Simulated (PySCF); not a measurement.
# How methods differ on the ionisation energy of Pd³⁹⁺

Pd³⁹⁺ [He] 2s2 2p3 (4S) → Pd⁴⁰⁺ [He] 2s2 2p2 (3P), as a difference of total energies. Calculation: PySCF 2.14, in an uncontracted even-tempered set (19 s from 16 bohr⁻², ratio 2.2; 12 p from 21 bohr⁻², ratio 2.2; 6 d from 83 bohr⁻², ratio 2.4; 5 f from 120 bohr⁻², ratio 2.4; 4 g from 190 bohr⁻², ratio 2.4); the spin-free X2C one-electron Hamiltonian (Gaussian nucleus). Correlated levels: nothing frozen; virtual orbitals above 40 to 60 times the deepest correlated orbital energy dropped. The calculations carry no spin-orbit coupling.

| method | ionisation energy (eV) |
| --- | --- |
| UHF | 5964.0 |
| LDA | 5959.8 |
| PBE | 5960.6 |
| PBE0 | 5961.8 |
| r2SCAN | 5964.6 |
| TPSS | 5960.7 |
| TPSSh | 5961.1 |
| MP2 (all electrons) | 5963.8 |
| SCS-MP2 (all electrons) | 5963.3 |

Spin-orbit coupling is strong in these open shells (close to jj coupling). The scalar numbers leave it out and a first-order estimate fails, so it can dominate the gap to the real levels.

For this ion Breit and QED terms and the two-electron picture change, all absent here, outweigh the differences among the correlated methods.

For comparison: 5880 ± 40 eV (semi-empirical (NIST evaluation); NIST Atomic Spectra Database, ionization energies).
